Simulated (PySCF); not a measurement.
## Two-component Hartree-Fock for Ag⁻ (silver, charge -1)

Start: [Kr] 4d10 5s2. Calculated with PySCF 2.14 in x2c-SVPall-2c with one added diffuse shell each of s, p, d type (7s9p7d1f, 76 functions): generalised Hartree-Fock with the X2C-1e Hamiltonian and a Gaussian nucleus; one run each with spin-orbit coupling (SO) switched off, then screened by Boettger's factors.

```json
{"spinor shell": "1s1/2", "electrons": "2", "ε, spin-free (eV)": "-25636.3", "ε, screened SO (eV)": "-25634.5", "weight of nominal j (screened SO)": "1.000", "rms radius, screened SO (bohr)": "0.0357"}
{"spinor shell": "2s1/2", "electrons": "2", "ε, spin-free (eV)": "-3855.1", "ε, screened SO (eV)": "-3854.6", "weight of nominal j (screened SO)": "1.000", "rms radius, screened SO (bohr)": "0.146"}
{"spinor shell": "2p1/2", "electrons": "2", "ε, spin-free (eV)": "-3451.4", "ε, screened SO (eV)": "-3573.0", "weight of nominal j (screened SO)": "1.000", "rms radius, screened SO (bohr)": "0.127"}
{"spinor shell": "2p3/2", "electrons": "4", "ε, spin-free (eV)": "-3451.4", "ε, screened SO (eV)": "-3395.3", "weight of nominal j (screened SO)": "1.000", "rms radius, screened SO (bohr)": "0.131"}
{"spinor shell": "3s1/2", "electrons": "2", "ε, spin-free (eV)": "-739.15", "ε, screened SO (eV)": "-739.03", "weight of nominal j (screened SO)": "1.000", "rms radius, screened SO (bohr)": "0.392"}
{"spinor shell": "3p1/2", "electrons": "2", "ε, spin-free (eV)": "-603.01", "ε, screened SO (eV)": "-625.22", "weight of nominal j (screened SO)": "1.000", "rms radius, screened SO (bohr)": "0.387"}
{"spinor shell": "3p3/2", "electrons": "4", "ε, spin-free (eV)": "-603.01", "ε, screened SO (eV)": "-592.71", "weight of nominal j (screened SO)": "1.000", "rms radius, screened SO (bohr)": "0.398"}
{"spinor shell": "3d3/2", "electrons": "4", "ε, spin-free (eV)": "-388.65", "ε, screened SO (eV)": "-392.41", "weight of nominal j (screened SO)": "1.000", "rms radius, screened SO (bohr)": "0.374"}
{"spinor shell": "3d5/2", "electrons": "6", "ε, spin-free (eV)": "-388.65", "ε, screened SO (eV)": "-386.03", "weight of nominal j (screened SO)": "1.000", "rms radius, screened SO (bohr)": "0.377"}
{"spinor shell": "4s1/2", "electrons": "2", "ε, spin-free (eV)": "-110.87", "ε, screened SO (eV)": "-110.85", "weight of nominal j (screened SO)": "1.000", "rms radius, screened SO (bohr)": "0.981"}
{"spinor shell": "4p1/2", "electrons": "2", "ε, spin-free (eV)": "-69.220", "ε, screened SO (eV)": "-72.943", "weight of nominal j (screened SO)": "1.000", "rms radius, screened SO (bohr)": "1.06"}
{"spinor shell": "4d3/2", "electrons": "4", "ε, spin-free (eV)": "-8.567", "ε, screened SO (eV)": "-8.977", "weight of nominal j (screened SO)": "1.000", "rms radius, screened SO (bohr)": "1.53"}
{"spinor shell": "4d5/2", "electrons": "6", "ε, spin-free (eV)": "-8.567", "ε, screened SO (eV)": "-8.295", "weight of nominal j (screened SO)": "1.000", "rms radius, screened SO (bohr)": "1.56"}
{"spinor shell": "5s1/2", "electrons": "2", "ε, spin-free (eV)": "-0.615", "ε, screened SO (eV)": "-0.616", "weight of nominal j (screened SO)": "1.000", "rms radius, screened SO (bohr)": "5.27"}
```

**Question.** Where does 4p3/2 lie, and what is the 4p spin-orbit splitting (screened SO)?

**Answer.** At -67.503 eV, 5.440 eV above 4p1/2.

| quantity | spin-free | screened SO |
| --- | --- | --- |
| E (hartree) | -5311.85933 | -5312.81532 |
| M_J | 0 | 0 |
| ⟨J²⟩ | 0.000 | 0.000 |
| ⟨L²⟩ | 0.000 | 0.015 |
| ⟨S²⟩ | 0.000 | 0.015 |

Breit and QED terms are absent; they matter most for the inner s and p1/2 levels.

Densities and radii are taken from the X2C orbitals without a picture-change correction, which distorts them close to the nucleus.

Without spin-orbit coupling the j labels of p, d and f shells carry no meaning; the spin-free column gives the mean over the occupied spinors of each nl shell.
